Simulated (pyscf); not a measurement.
HO–Ge(OH)(OH)–F, singlet

Gas-phase minimum from PySCF at ωB97X-D3(BJ)/def2-SVP, one conformer. 

```
Ge
F 1 1.7342
O 1 1.7445 2 108.48
H 3 0.9649 1 113.52 2 -60.92
O 1 1.7445 2 108.22 3 119.94
H 5 0.9649 1 113.37 2 -60.00
O 1 1.7446 2 108.17 5 120.06
H 7 0.9649 1 113.41 2 -58.74
```
Charge 0, spin multiplicity 1.

Properties at ωB97X-D3(BJ)/def2-SVP:

```yaml
harmonic_wavenumbers_unscaled: 66, 75, 194, 247, 249, 274, 274, 287, 716, 759, 791, 792, 888, 905, 906, 3906, 3906, 3909 cm⁻¹
zero_point_energy: 27.4 kcal/mol
rotational_symmetry_number: 3
Entropy of this conformer at 298 K and 1 atm, rigid rotor and harmonic oscillator, modes under 100 cm⁻¹ raised to 100: 350.0 J/(mol K)
dipole_moment: 0.44 D
```

Single-point totals, which compare only within one level:

| level | total energy (hartree) |
|---|---|
| ωB97X-D3(BJ)/def2-TZVP | -2404.59526 |
| PBE/def2-TZVP | -2403.95659 |
| r²SCAN/def2-TZVP | -2404.44870 |
| B3LYP-D3(BJ)/def2-TZVP | -2404.65477 |
| PBE0-D3(BJ)/def2-TZVP | -2404.01054 |
| M06-2X/def2-TZVP | -2404.50769 |
| ωB97M-D3(BJ)/def2-TZVP | -2404.68875 |

Soft torsions are taken as harmonic, which can shift the entropy by several J/(mol K). Elements up to Kr have no core potential and no relativistic terms here.
